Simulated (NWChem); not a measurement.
Molecule: ZrSClF; SMILES [F][Zr](=[S])[Cl]

```xyz
4

Zr    -0.2666    -0.0909     0.2189
S      1.2039    -1.6781    -0.1674
F     -2.0132    -0.5611    -0.3837
Cl     0.5601     2.0903    -0.1543
```
Atoms are numbered in this order, from 1.

Program: NWChem. All runs use the structure optimised with PBE0/def2-SVP. def2 effective core potentials on Zr; no spin-orbit coupling. Ions are spin-unrestricted doublets at the neutral geometry; other ion states weren't tried.

```json
[
 {"level": "B3LYP/def2-SVPD", "vertical ionisation energy, ΔSCF (eV)": "9.59", "−ε(HOMO) (eV)": "7.30", "ΔSCF minus −ε(HOMO) (eV)": "2.29"},
 {"level": "PBE/def2-SVPD", "vertical ionisation energy, ΔSCF (eV)": "9.50", "−ε(HOMO) (eV)": "6.41", "ΔSCF minus −ε(HOMO) (eV)": "3.09"},
 {"level": "M06-2X/def2-SVPD", "vertical ionisation energy, ΔSCF (eV)": "…", "−ε(HOMO) (eV)": "…", "ΔSCF minus −ε(HOMO) (eV)": "…"},
 {"level": "Hartree-Fock/def2-SVPD", "vertical ionisation energy, ΔSCF (eV)": "8.49", "−ε(HOMO) (eV)": "10.00", "ΔSCF minus −ε(HOMO) (eV)": "-1.51"}
]
```

**Question.** Some entries are withheld; supply them.

**Answer.** 
- M06-2X/def2-SVPD, vertical ionisation energy, ΔSCF (eV): 9.73
- M06-2X/def2-SVPD, −ε(HOMO) (eV): 8.69
- M06-2X/def2-SVPD, ΔSCF minus −ε(HOMO) (eV): 1.04
